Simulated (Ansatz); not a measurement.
## Isomers of Si2H5O2

3 of its isomers, all doublets with charge 0: A = `O[Si](O)[SiH3]`; B = `O[SiH](O)[SiH2]`; C = `O[SiH]O[SiH3]`.

Shapes, held fixed at every level: PBE0-D4/def2-TZVP. Flexible molecules stand in one conformer, not always the lowest. Programs: Ansatz 0.2.0.

Electronic energies in kJ/mol, without zero-point or thermal terms.

```json
{"level": "HF/def2-TZVPP", "kind": "Hartree–Fock", "B − A": "-17.1", "C − A": "-128.6"}
{"level": "BHLYP-D4/def2-TZVPP", "kind": "global hybrid", "B − A": "-12.3", "C − A": "-107.3"}
{"level": "PBE0-D4/def2-TZVPP", "kind": "global hybrid", "B − A": "-10.1", "C − A": "-78.2"}
{"level": "wB97X-V/def2-TZVPP", "kind": "range-separated hybrid", "B − A": "-9.3", "C − A": "-92.8"}
{"level": "B2PLYP/def2-TZVPP", "kind": "double hybrid", "B − A": "-10.2", "C − A": "-100.9"}
{"level": "MP2/def2-SVP", "kind": "perturbation theory", "B − A": "-21.0", "C − A": "-105.6"}
{"level": "CCSD(T)/CBS estimate", "kind": "coupled cluster or CI", "B − A": "-13.5", "C − A": "-96.2"}
```

The highest level, CCSD(T)/CBS estimate, puts C lowest of these. All levels agree on that. The B − A difference spans -21.0 to -9.3 kJ/mol over the levels. Open shells run unrestricted unless RO is named. The CBS estimate extrapolates MP2 from def2-TZVPP and def2-QZVPP and adds CCSD(T) − MP2 in the triple-zeta set, cores frozen.
